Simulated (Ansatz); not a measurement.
Two members of one family (Series SiHX3), computed with Ansatz in the gas phase. The two geometries come from different levels. Binding counts from free atoms in the multiplicity of their measured ground term, without zero-point energy. A dash marks a value that wasn't run or was left out as unsound. The structures are stationary points that may keep the symmetry of their start.

First: SiH(SiH3)3 (singlet, charge 0, PBE-D4/def2-SVP geometry).

Cartesian coordinates in Å:
```
Si -0.066 -0.511 0.477
H -0.209 -1.611 1.502
Si -2.140 0.550 0.144
H -2.622 1.198 1.416
H -3.177 -0.437 -0.322
H -1.978 1.614 -0.908
Si 0.669 -1.413 -1.567
H -0.343 -2.376 -2.126
H 1.982 -2.132 -1.395
H 0.861 -0.290 -2.553
Si 1.499 1.081 1.219
H 1.079 1.669 2.540
H 1.582 2.190 0.203
H 2.863 0.465 1.372
```

```tsv
level	HOMO (eV)	LUMO (eV)	gap (eV)	vertical triplet (eV)	binding per atom (eV)
PBE-D4/def2-SVP	-6.98	-0.91	6.07	–	2.92
PBE-D4/def2-TZVP	-6.95	-1.12	5.83	5.41	2.93
r2SCAN-D4/def2-TZVP	-7.20	-0.89	6.31	5.56	2.97
PBE0-D4/def2-SVP	-8.07	-0.12	7.95	–	2.92
PBE0-D4/def2-TZVP	-8.00	-0.32	7.68	5.67	2.94
```

Second: SiH(vinyl)3 (singlet, charge 0, B3LYP-D4/def2-SVP geometry).

Cartesian coordinates in Å:
```
Si -0.054 0.061 -0.048
H -0.885 1.023 -0.832
C 0.339 -1.427 -1.123
C -0.059 -1.556 -2.397
H 0.932 -2.244 -0.686
H -0.653 -0.782 -2.897
H 0.187 -2.437 -3.001
C -1.013 -0.485 1.470
C -2.254 -0.071 1.760
H -0.532 -1.187 2.166
H -2.796 0.628 1.112
H -2.791 -0.408 2.655
C 1.537 0.907 0.475
C 1.838 2.181 0.182
H 2.270 0.329 1.055
H 1.157 2.818 -0.392
H 2.777 2.649 0.501
```

Q: What does the change do? Estimate second minus first.

A: 
| level | Δ HOMO (eV) | Δ LUMO (eV) | Δ gap (eV) | Δ vertical triplet (eV) | Δ binding per atom (eV) |
| --- | --- | --- | --- | --- | --- |
| PBE-D4/def2-SVP | 0.55 | -0.51 | -1.06 | – | 1.46 |
| PBE-D4/def2-TZVP | 0.43 | -0.49 | -0.92 | -1.26 | 1.42 |
| r2SCAN-D4/def2-TZVP | 0.49 | -0.52 | -1.01 | -1.67 | 1.30 |
| PBE0-D4/def2-SVP | 0.52 | -0.31 | -0.83 | – | 1.39 |
| PBE0-D4/def2-TZVP | 0.41 | -0.30 | -0.71 | -1.64 | 1.35 |
